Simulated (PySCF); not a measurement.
ethynyl anion (C₂H), SMILES [C-]#C, charge -1. Atoms are numbered in the order given.

```xyz
3

C      0.0000     0.0000     0.7560
C      0.0000     0.0000    -0.4938
H      0.0000     0.0000    -1.5731
```
Charge -1, spin multiplicity 1.

Geometry: PBE-D3(BJ)/def2-TZVPD.

Level of theory: PBE/pcJ-2 (PySCF).

Isotropic couplings with Fermi-contact, spin-dipole and both spin-orbit terms, one fixed conformer, no vibrational averaging. Isotopes: 13C, 1H.

Computed spin–spin coupling constants:
| pair | bonds apart | J (Hz) |
|---|---|---|
| C1–C2 | 1 | 37.8 |
| C2–H3 | 1 | 182.9 |
| C1–H3 | 2 | 13.9 |
